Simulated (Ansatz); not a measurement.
A nudged elastic band was laid between two geometries of BClH2 + BrH (6 atoms, charge 0, multiplicity 1).

All numbers below come from Ansatz 0.2.0, RKS BHLYP/def2-SVP.

```json
{"movable images": "5", "climbing image": "yes", "spring": "5.0 eV/Å²", "optimiser": "quadratic models (default)", "start path": "through a guess of the saddle point", "force threshold": "0.05 eV/Å", "iteration limit": "60", "end points": "relaxed"}
```

First end point:

```xyz
6
Properties=species:S:1:pos:R:3
B -0.015 0.380 0.035
Cl -0.034 0.845 1.722
H 1.042 0.272 -0.504
H -1.059 0.227 -0.516
Br 0.109 -3.017 0.870
H 0.112 -2.221 2.041
```

Last end point:

```xyz
6
Properties=species:S:1:pos:R:3
B 0.017 -0.491 -0.425
Cl 0.008 0.265 2.590
H 1.050 0.088 -0.538
H -1.053 0.017 -0.527
Br 0.083 -2.388 -0.197
H 0.049 -1.005 2.746
```

(1) What changes between the two ends?

(2) Give the energies along the band, and the barrier.

(3) What is the geometry of the highest image?

(4) What are the harmonic wavenumbers there?

The band took 11 iterations and of the order of 2.1 core-minutes.

Answers

(1) Bonds broken: B1–Cl2, Br5–H6. Bonds formed: B1–Br5, Cl2–H6. BClH2 + BrH becomes BBrH2 + ClH.

(2) The forces met the threshold. The highest image is number 3 of 0 to 6, 87.1 kJ/mol above the first end and 73.9 kJ/mol above the last; the last end lies 13.3 kJ/mol above the first. A vibrational analysis at the climbing image gives one clearly imaginary mode, 977i cm⁻¹: a first-order saddle point. The orbitals stay closed-shell, which can raise the energy where a bond breaks towards radicals; this wasn't checked here.

```tsv
image	path coordinate (Å)	energy (kJ/mol)	B1–Cl2 (Å)	Br5–H6 (Å)	B1–Br5 (Å)
0	0.00	0.0	1.75	1.42	3.50
1	0.54	4.1	1.76	1.42	3.10
2	1.08	33.0	1.81	1.44	2.60
3	1.62	87.1	1.99	1.69	2.18
4	2.13	43.4	2.36	2.21	2.00
5	2.64	17.7	2.82	2.70	1.93
6	3.15	13.3	3.11	3.25	1.91
```

(3) 
```xyz
6
Properties=species:S:1:pos:R:3
B 0.013 -0.220 0.086
Cl 0.004 0.256 2.016
H 1.055 0.085 -0.393
H -1.049 0.018 -0.387
Br 0.082 -2.357 0.507
H 0.050 -1.296 1.820
```

(4) 977i, 271, 455, 527, 562, 756, 825, 1095, 1155, 1236, 2698, 2844 cm⁻¹.

The run took 2.1 min on 1 thread of AMD EPYC 7B13 (Zen 3), with other jobs on the host, peak memory 0.18 GiB.
